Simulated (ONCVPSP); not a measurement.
# What one change does to a pseudopotential (Ru, ONCV)

* Element: ruthenium
* Generator: ONCVPSP 4.0.1
* Type: optimised norm-conserving Vanderbilt (ONCV)
* Functional: PBE
* Relativity: non-relativistic
* Frozen core: [Ar] 3d10
* Valence charge: 16
* Reference configuration: 4s2 4p6 4d5 (charge +3)
* Partial waves: 4s: rc 1.25 bohr, ncon 4, nbas 7, qcut 6.7 1/bohr, 3 projectors, debl 2.6 Ha; 4p: rc 1.30 bohr, ncon 3, nbas 5, qcut 5.2 1/bohr, 1 projector; 4d: rc 1.55 bohr, ncon 3, nbas 7, qcut 5.4 1/bohr, 2 projectors, debl 2.7 Ha
* Local potential: polynomial inside 1.20 bohr (lpopt 5, dvloc0 1 Ha)
* Core correction: Teter function, parameters optimised by the program

In the s channel the program set the typed energies aside and used -3.903, 0.250, 2.850 Ha.

Change: s: qcut 7.4; p: qcut 5.7; d: qcut 5.9.

Cutoffs: the cutoffs (Ha) at which the residual kinetic energy of the hardest occupied pseudo-wave falls to 1 and 0.1 mHa per electron; they do not see the model core or the augmentation charge, which bear on the density cutoff. Errors are all-electron minus pseudo energies relative to the spin-unpolarised reference configuration.

Problem. How do hardness, ghosts and transferability respond?

Solution. The potential gets softer (73 Ha and 114 Ha → 45 Ha and 94 Ha); of the 4 tests that both files solve, the error grows in 0 and shrinks in 4 by more than 15 % and 0.3 meV (median size 25.9 → 17.6 meV); neither file shows a bound ghost.

| quantity | base | changed |
| --- | --- | --- |
| cutoff, loose | 73 Ha | 45 Ha |
| cutoff, tight | 114 Ha | 94 Ha |
| loose cutoff by channel | s 57 Ha, p 35 Ha, d 73 Ha | s 28 Ha, p 35 Ha, d 45 Ha |
| bound ghosts | none | none |
| GHOST(+) flags under 300 eV | none | none |
| error for 4s2 4p6 4d7 5s1, meV [ΔE -56.29 eV] | +23 | +15 |
| error for 4s2 4p6 4d7, meV [ΔE -49.46 eV] | +29 | +20 |
| error for 4s2 4p6 4d6, meV [ΔE -31.02 eV] | +15 | +10 |
| error for 4s2 4p6 4d7 5p1, meV [ΔE -53.20 eV] | +53 | +44 |
| s: phases at 1.27 bohr within 0.05 rad from the reference energy up to (Ha; the scan ends near 5) | to the end of the scan | to the end of the scan |
| p: phases at 1.32 bohr within 0.05 rad from the reference energy up to (Ha; the scan ends near 5) | 1.0 | 1.0 |
| d: phases at 1.57 bohr within 0.05 rad from the reference energy up to (Ha; the scan ends near 5) | 3.4 | 3.6 |
| rms error of d²Exc/dni dnj with the model core, mHa | 0.26 | 0.24 |
